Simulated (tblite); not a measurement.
Species: C4H9ClO3Si.
Atom-mapped SMILES: `[CH3:1][O:2][C@@H:3]1[C@H:4]([Cl:5])[C@@H:6]1[O:7][SiH2:8][OH:9]` (hydrogens: H10, H11, H12 on C1; H13 on C3; H14 on C4; H15 on C6; H16, H17 on Si8; H18 on O9)

Computed with GFN2-xTB (tblite), gas phase: L-BFGS steps from a force-field or distance-geometry start until the largest atomic force falls under 0.01 eV/Å.

Step 163: E = -862.6337 eV
```
atom  x, y, z in Å  |  force x, y, z in eV/Å
C1      1.9597    1.3360   -0.7692    0.040  -0.027   0.013
O2      0.6858    0.8732   -0.3552   -0.008   0.021   0.006
C3      0.7238   -0.2703    0.4226   -0.052  -0.009  -0.017
C4      0.9156   -1.6330   -0.2151    0.038   0.030   0.031
Cl5     1.0962   -1.7315   -1.9477    0.016   0.006  -0.043
C6     -0.4369   -1.2353    0.3156   -0.010   0.017  -0.011
O7     -1.4344   -1.0182   -0.5838   -0.005  -0.014   0.005
Si8    -2.5728    0.1656   -0.6220    0.034   0.035   0.052
O9     -2.0496    1.5539    0.0300   -0.073  -0.058  -0.012
H10     2.4806    0.5893   -1.3731   -0.022  -0.005   0.003
H11     1.7751    2.2238   -1.3696    0.008   0.013   0.027
H12     2.5799    1.5899    0.0984   -0.028   0.023  -0.011
H13     1.1786   -0.1270    1.4055    0.007  -0.030  -0.051
H14     1.5091   -2.3800    0.2925   -0.020  -0.015   0.030
H15    -0.7597   -1.7049    1.2434   -0.020  -0.001  -0.021
H16    -3.7005   -0.1941    0.2257   -0.026  -0.005   0.037
H17    -2.8460    0.2183   -2.0496    0.045  -0.018   0.022
H18    -1.1134    1.7506   -0.0248    0.076   0.038  -0.059
```

Step 164: E = -862.6349 eV
```
atom  x, y, z in Å  |  force x, y, z in eV/Å
C1      1.9604    1.3361   -0.7654    0.009  -0.016  -0.006
O2      0.6863    0.8739   -0.3514   -0.012   0.006   0.032
C3      0.7231   -0.2714    0.4243   -0.042   0.000   0.000
C4      0.9159   -1.6323   -0.2152    0.012   0.025   0.020
Cl5     1.1006   -1.7213   -1.9483    0.007  -0.010  -0.035
C6     -0.4378   -1.2363    0.3171    0.022   0.003  -0.011
O7     -1.4377   -1.0199   -0.5793    0.000  -0.010   0.006
Si8    -2.5747    0.1651   -0.6208    0.037   0.057   0.011
O9     -2.0470    1.5610    0.0123   -0.018  -0.068  -0.017
H10     2.4717    0.5953   -1.3836   -0.001  -0.012  -0.001
H11     1.7726    2.2319   -1.3526    0.023   0.024   0.017
H12     2.5879    1.5773    0.0999   -0.030   0.018   0.001
H13     1.1803   -0.1307    1.4064   -0.001  -0.021  -0.043
H14     1.5078   -2.3815    0.2916   -0.020  -0.005   0.018
H15    -0.7569   -1.7091    1.2451   -0.020   0.008  -0.033
H16    -3.6995   -0.1872    0.2332   -0.028  -0.004   0.044
H17    -2.8541    0.2039   -2.0494    0.050  -0.017   0.054
H18    -1.1077    1.7513   -0.0405    0.013   0.022  -0.056
```

Problem. Estimate the geometry and energy of step 165. (The exact step hangs on the optimiser's Hessian estimate; all steps are aligned on step 164, rigid shifts and turns removed.)

Solution. E = -862.6361 eV, largest force 0.085 eV/Å
```
atom  x, y, z in Å  |  force x, y, z in eV/Å
C1      1.9622    1.3364   -0.7618   -0.035   0.001  -0.023
O2      0.6870    0.8750   -0.3498   -0.020   0.001   0.053
C3      0.7204   -0.2716    0.4241   -0.013   0.011   0.013
C4      0.9169   -1.6314   -0.2148   -0.021   0.005  -0.001
Cl5     1.1057   -1.7136   -1.9486    0.004  -0.027  -0.015
C6     -0.4391   -1.2369    0.3159    0.041  -0.016  -0.009
O7     -1.4400   -1.0227   -0.5791    0.000   0.001   0.000
Si8    -2.5754    0.1639   -0.6181    0.024   0.047  -0.032
O9     -2.0433    1.5659   -0.0039   -0.019  -0.061  -0.004
H10     2.4632    0.6016   -1.3938    0.029  -0.018  -0.007
H11     1.7738    2.2415   -1.3338    0.030   0.031  -0.003
H12     2.5949    1.5653    0.1020   -0.020   0.002   0.024
H13     1.1780   -0.1343    1.4058    0.000  -0.003  -0.015
H14     1.5042   -2.3836    0.2941   -0.014   0.016  -0.006
H15    -0.7567   -1.7105    1.2442   -0.019   0.008  -0.035
H16    -3.6936   -0.1838    0.2461   -0.029   0.001   0.047
H17    -2.8632    0.1910   -2.0462    0.047  -0.017   0.069
H18    -1.1037    1.7541   -0.0589    0.016   0.019  -0.056
```

The energy changes by -0.0013 eV. The first-order estimate −F·Δx gives -0.0018 eV and the mean of the old and new forces, exact on a quadratic surface, -0.0013 eV. The step makes an angle of 78° with the force vector and moves no atom by more than 0.021 Å.

What follows is the cost of the whole relaxation. The run took 3.6 s wall on one thread, Intel Xeon at 2.70 GHz (x86_64), no GPU, shared host with 64 logical CPUs at a one-minute load of 63.
